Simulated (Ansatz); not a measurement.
`[BH2][GaH2]` + `N=CO` → `O/C=[N]/[GaH2]` + BH₃ at 298.15 K and 1 bar (cleavage of the Ga–B bond).

Isolated molecules relaxed with PBE0-D4/def2-TZVP in Ansatz; ΔE leaves out vibrations. CBS: MP2 limit from def2 TZ/QZ plus the TZ coupled-cluster correction, frozen cores. This one scheme is used for every species. For Ga outer-core shells are correlated without core-valence functions, which leaves a few kJ/mol of doubt a bond. Scalar relativity is left out up to krypton. One conformer a species, not always the lowest.

```csv
species,CCSD(T)/CBS energy (Eh),H − E (kJ/mol),S (J/(mol·K))
`[BH2][GaH2]`,-1951.07352,98.4,269.2
`N=CO`,-169.71775,133.0,250.2
`O/C=[N]/[GaH2]`,-2094.25715,147.3,322.7
BH₃,-26.55200,78.7,188.3
```

H − E and S are ideal-gas, rigid-rotor, harmonic terms from PBE0-D4/def2-TZVP, for one conformer and one mirror image of each species. 1 Eh = 2625.50 kJ/mol, R = 8.31446 J/(mol·K).

Problem. By hand: ΔE, ΔH, ΔS and ΔG.

Solution. ΔE = (-2094.25715) + (-26.55200) − (-1951.07352) − (-169.71775) = -0.01788 Eh = -46.9 kJ/mol. Δ(H − E) = 147.3 + 78.7 − 98.4 − 133.0 = -5.4, so ΔH = -52.3 kJ/mol. ΔS = 322.7 + 188.3 − 269.2 − 250.2 = -8.4 J/(mol·K). ΔG = -52.3 − 298.15 × (-8.4)/1000 = -49.8 kJ/mol.

Problem. By hand: the equilibrium constant, and the temperature at which ΔG would vanish if ΔH and ΔS stayed fixed.

Solution. log₁₀ K = −ΔG/(RT ln 10) = 8.7. ΔG = 0 at ΔH/ΔS = 6226 K, far beyond where these terms or the molecules hold.

The number of gas molecules stays the same, so ΔS is small and ΔH decides. A doubt of 5 kJ/mol in ΔE shifts log₁₀ K by 0.9 here. Other conformers and mirror images would add mixing entropy, several J/(mol·K) or more a flexible species. These are equilibria of isolated gas molecules and say nothing of rates. Largest T1 diagnostic: 0.016 (customary marks: 0.02 for closed shells, 0.045 for open ones).
